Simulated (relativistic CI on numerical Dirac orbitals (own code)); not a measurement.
**Cu²⁺: M2,3 absorption edge**

Computed with this model: Dirac-Coulomb-Breit CI, KLI orbitals optimised for each configuration, QED by a radiative potential, valence Slater integrals scaled by 0.8, multiplet model of core-to-valence dipole absorption; configurations [Ar] 3d9 → [Ne] 3s2 3p5 3d10; 80 K; Lorentzian 1.2 eV and Gaussian 0.3 eV FWHM. Energies are those of the free ion, without screening or charge transfer. The branching ratio is the share of the lower-energy edge in the whole absorption, uncertain by about 0.02 where the edges overlap. S is read from ⟨S²⟩ = S(S + 1).

Field parameters in Wybourne normalisation: D3d B²₀ = −7Dσ, B⁴₀ = −14Dq − 21Dτ, B⁴₃ = −14√(10/7) Dq; D4h B²₀ = −7Ds, B⁴₀ = 21(Dq − Dt), B⁴₄ = 21√(5/14) Dq; Oh B⁴₀ = 21Dq, B⁴₄ = √(5/14) B⁴₀; Td as Oh with Dq negative (B⁴₀ = 21Dq, B⁴₄ = √(5/14) B⁴₀). The field is a parameter set, without covalency.

free ion: ground-state S = 0.50, centroid 75.81 eV. Peaks (eV, height): 75.8 (100).

Td, 10Dq = -6250 cm⁻¹: ground-state S = 0.50, centroid 76.12 eV. Peaks (eV, height): 76.0 (100).

D3d, 10Dq = 7450, Dσ = -230, Dτ = -30 cm⁻¹: ground-state S = 0.50, centroid 76.86 eV. Peaks (eV, height): 76.2 (100), 78.8 (34).

Td, 10Dq = -4350 cm⁻¹: ground-state S = 0.50, centroid 76.03 eV. Peaks (eV, height): 76.0 (100).

Oh, 10Dq = 15000 cm⁻¹: ground-state S = 0.50, centroid 77.54 eV. Peaks (eV, height): 76.8 (100), 79.2 (43).

D4h, 10Dq = 20350, Ds = 620, Dt = 370 cm⁻¹: ground-state S = 0.50, centroid 78.08 eV. Peaks (eV, height): 77.2 (100), 79.8 (45).

Strongest unbroadened transitions for D3d, 10Dq = 7450, Dσ = -230, Dτ = -30 cm⁻¹:

| Energy (eV) | Relative strength |
| --- | --- |
| 76.27 | 34.3 |
| 76.28 | 100.0 |
| 78.82 | 10.9 |
| 78.83 | 28.7 |
